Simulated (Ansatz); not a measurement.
Job for Ansatz (a quantum-chemistry and plane-wave program): R-CCSD(T)/aug-cc-pVTZ on AsFH4 (a complex). The run froze 15 orbitals, filled d shells among them.

Ansatz 0.2 input:
```yaml
crystal:
  periodic: [false, false, false]
  atoms:
    - {symbol: F, position_ang: [0.83298341, -0.55984759, -0.25489031]}
    - {symbol: H, position_ang: [0.55077934, -0.32185962, 0.60610121]}
    - {symbol: As, position_ang: [-0.16615097, 0.28404701, 2.80959058]}
    - {symbol: H, position_ang: [0.62439474, -0.09216898, 4.04940483]}
    - {symbol: H, position_ang: [-1.49522954, -0.17146123, 3.38382181]}
    - {symbol: H, position_ang: [-0.35317878, 1.72967847, 3.23249768]}
basis:
  gaussian:
    orbitals: aug-cc-pVTZ
magnetization: {spin_polarized: false}
correlation: {method: ccsd_t, electrons: outside_noble_gas}
scf: {lower_state_search: off}
```

Program output:

```
WARN ansatz: RAYON_NUM_THREADS=2 ignored (pool sized by the plan → 2); use --threads N
Functional definition: HF
these checks for a lower state are left out or cut short: stability, starts, cluster_reference, orbital_swaps, neighbouring_geometries, increment
integrals: 0.78 GiB planned
1147 factors; integrals over basis functions are off by at most 1.1e-3 eV
mean field: 0.69 GiB planned
mean field evaluation 1: about -63565.1382 eV, gradient 2.8e1 eV
mean field evaluation 2: about -63565.1675 eV, gradient 2.8e1 eV
mean field evaluation 4: about -63566.8031 eV, gradient 2.1e0 eV
mean field evaluation 8: about -63566.8314 eV, gradient 9.8e-2 eV
mean field -63566.83144445 eV, -2336.0379684377 hartree, gradient 2.7e-6 eV, S^2 0.000000; 0 other end points of the search recorded, 0 dependent functions left out
15 core orbitals not correlated
reference -63566.83144445 eV, -2336.0379684377 hartree; 8, 8 occupied and 174, 174 virtual orbitals, 1147 factors
second order -12.07532454 eV of doubles, -0.00000000 eV of singles
coupled cluster: 2.11 GiB planned
cycle   1  -12.45014737 eV  change   -3.7e-1 eV  update   7.5e-2
cycle   2  -12.75383276 eV  change   -3.0e-1 eV  update   2.4e-2
cycle   3  -12.81714643 eV  change   -6.3e-2 eV  update   1.2e-2
cycle   4  -12.80827075 eV  change    8.9e-3 eV  update   2.7e-3
cycle   5  -12.80800585 eV  change    2.6e-4 eV  update   1.1e-3
cycle   6  -12.80827917 eV  change   -2.7e-4 eV  update   3.3e-4
cycle   7  -12.80805959 eV  change    2.2e-4 eV  update   1.2e-4
cycle   8  -12.80802936 eV  change    3.0e-5 eV  update   4.1e-5
cycle   9  -12.80805080 eV  change   -2.1e-5 eV  update   1.8e-5
cycle  10  -12.80805625 eV  change   -5.5e-6 eV  update   5.9e-6
perturbative correction -0.38973538 eV, -0.0143225112 hartree
Total energy: -63580.02923609 eV, -2336.5229783345 hartree
Checks for a lower state left out: stability, starts, cluster_reference, orbital_swaps, neighbouring_geometries, increment
```

Self-consistency was reached.

Cost: very roughly 30 core-seconds.
